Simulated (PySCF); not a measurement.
C₂H₇BClN, SMILES CCB(N)Cl. The structure is a stationary point at PBE0-D3(BJ)/def2-SVP. This is a generated structure with no PubChem entry under its InChIKey; it may be hypothetical. One conformer was computed; it need not be the lowest.

Computed equilibrium geometry at PBE0-D3(BJ)/def2-SVP (PySCF confirms it by a frequency run) as bond lengths and angles, and its point group (one conformer of several):
point group Cs.
Atoms: B1 Cl2 C3 C4 H5 H6 H7 H8 H9 N10 H11 H12. Bonds (Å): B1–Cl2 1.789, B1–C3 1.574, B1–N10 1.391, C3–C4 1.524, C3–H5 1.105, C3–H6 1.105, C4–H7 1.103, C4–H8 1.103, C4–H9 1.101, N10–H11 1.011, N10–H12 1.011. Angles (°): Cl2–B1–C3 119.0, Cl2–B1–N10 117.4, C3–B1–N10 123.6, B1–C3–C4 116.0, B1–C3–H5 107.3, B1–C3–H6 107.3, C4–C3–H5 110.7, C4–C3–H6 110.7, H5–C3–H6 104.1, C3–C4–H7 111.6, C3–C4–H8 111.6, C3–C4–H9 112.2, H7–C4–H8 107.4, H7–C4–H9 106.9, H8–C4–H9 106.9, B1–N10–H11 123.1, B1–N10–H12 122.3, H11–N10–H12 114.7.
Charge 0, spin multiplicity 1.
